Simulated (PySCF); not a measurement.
TDDFT excited states: C5H3NOS

Compound: C5H3NOS.
InChI=1S/C5H3NOS/c6-4-8-5-1-2-7-3-5/h1-3H

Theory: TDDFT B3LYP/def2-SVPD, vertical, gas phase, core orbitals frozen in the response in PySCF 2.14.0, density-fitted response routines. One conformer (not necessarily the lowest) at the GFN2-xTB geometry, without solvent, vibrations or thermal averaging. Torsions of this conformer, `[N:1]#[C:2][S:3][c:4]1[cH:5][cH:6][o:7][cH:8]1`: C2–S3–C4–C5 -166°.

```json
{"state": "S1", "E (eV)": "4.61", "λ (nm)": "269.0", "f": "0.0004", "|μ| (D)": "0.14", "main configurations (H = HOMO, L = LUMO)": "H→L (93%)"}
{"state": "S2", "E (eV)": "5.49", "λ (nm)": "225.8", "f": "0.014", "|μ| (D)": "0.83", "main configurations (H = HOMO, L = LUMO)": "H→L+1 (87%)"}
{"state": "S3", "E (eV)": "5.62", "λ (nm)": "220.5", "f": "0.0004", "|μ| (D)": "0.15", "main configurations (H = HOMO, L = LUMO)": "H-1→L (90%)"}
{"state": "S4", "E (eV)": "5.88", "λ (nm)": "210.7", "f": "0.0008", "|μ| (D)": "0.19", "main configurations (H = HOMO, L = LUMO)": "H→L+2 (91%)"}
{"state": "S5", "E (eV)": "6.16", "λ (nm)": "201.3", "f": "0.013", "|μ| (D)": "0.76", "main configurations (H = HOMO, L = LUMO)": "H-1→L+1 (51%), H→L+3 (36%)"}
{"state": "S6", "E (eV)": "6.35", "λ (nm)": "195.3", "f": "0.035", "|μ| (D)": "1.20", "main configurations (H = HOMO, L = LUMO)": "H→L+5 (51%), H→L+3 (14%), H→L+6 (10%)"}
{"state": "S7", "E (eV)": "6.40", "λ (nm)": "193.9", "f": "0.027", "|μ| (D)": "1.05", "main configurations (H = HOMO, L = LUMO)": "H→L+4 (71%), H→L+3 (21%)"}
{"state": "S8", "E (eV)": "6.57", "λ (nm)": "188.7", "f": "0.179", "|μ| (D)": "2.68", "main configurations (H = HOMO, L = LUMO)": "H→L+5 (38%), H→L+3 (17%), H-1→L+1 (16%)"}
```

Triplets (Tamm–Dancoff): T1 3.89 eV, H→L+1 (80%); T2 4.34 eV, H→L (83%), H-1→L (9%); T3 5.00 eV, H-1→L+1 (54%), H→L+3 (15%).

The lowest singlet comes at 269 nm (445 kJ/mol) in the ultraviolet; it is dark (f under 0.0005); its leading configuration is HOMO→LUMO (93%). The most intense listed level is S8 at 6.57 eV (189 nm, f = 0.179), 1.96 eV above S1. It is the last of those listed, so stronger ones may follow. Löwdin shares by element: HOMO carbon 54% or more, sulfur 22% (atoms not listed hold the other 23%); LUMO sulfur 37%, carbon 34% or more, nitrogen 20%. Of the 8 states listed, 5 reach f = 0.01 and 2 stay under 0.0005. The oscillator strengths of these states sum to 0.270; summed over the whole spectrum of an exact calculation they would give the number of electrons, 64 (Thomas–Reiche–Kuhn). The listed states span 1.96 eV, and the widest gap between neighbours is 0.88 eV (S1 to S2). Singlets were solved by full linear response, triplets in the Tamm–Dancoff approximation.

The run took 28 s of wall time on Arm Neoverse V1, one thread (shared host).
